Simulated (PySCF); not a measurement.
Fill in the blanks.

Species: C7H9N.
SMILES: `C=C/C(C)=C(/C)C#N`

Conformer (atom-mapped SMILES and torsion angles): `[CH2:1]=[CH:2]/[C:3]([CH3:4])=[C:5](/[CH3:6])[C:7]#[N:8]`: C1–C2–C3–C4 0°.

```tsv
property	level	value
point group of the GFN2-xTB geometry	GFN2-xTB	Cs
rotational constants A, B, C of the GFN2-xTB geometry	GFN2-xTB	2.888, 1.653, 1.065 GHz
dipole moment	PBE0/pcSseg-1	?
HOMO energy	PBE0/pcSseg-1	-6.99 eV
LUMO energy	PBE0/pcSseg-1	?
13C chemical shifts (computed TMS as zero) by class	GIAO PBE0/pcSseg-1	158.8 (1 C), 145.3 (1 C), 124.6 (1 C), 124.5 (1 C), 113.0 (1 C), 20.2 (1 C), 15.2 (1 C) ppm
1H chemical shifts (computed TMS as zero) by class	GIAO PBE0/pcSseg-1	7.54 (1 H), 5.72 (1 H), 5.71 (1 H), 2.17 (3 H), 1.98 (3 H) ppm
isotropic shieldings of nuclei other than C and H, by class	GIAO PBE0/pcSseg-1	?
```

The electronic properties come from PySCF, for the isolated species, density fitting. NMR classes are plain means over equivalent atoms (diastereotopic ones count apart unless rotation or inversion swaps them), as if these changed places fast; in this geometry the members of some classes differ.

Task: Give the dipole moment.

Result: 4.58 D.

Task: What is the LUMO energy?

Result: -1.83 eV.

Task: Give the isotropic shieldings of nuclei other than C and H, by class.

Result: -58 (1 N) ppm.

The rotational constants make it an asymmetric top with κ = (2B − A − C)/(A − C) = -0.36, nearer the prolate limit (−1). The dipole equals about 15.3 × 10⁻³⁰ C·m (1 D = 3.33564 × 10⁻³⁰ C·m). With B = h/(8π²I), that is 505.379 GHz u Å² over I, the principal moments of inertia are 175.0, 305.7 and 474.4 u Å² (most abundant isotopes); the inertial defect Ic − Ia − Ib is -6.3 u Å² (zero for a rigid planar frame, negative otherwise). A dipole of 4.58 D is allowed in Cs, and pure rotational transitions are dipole-allowed.

One conformer stands for the species.
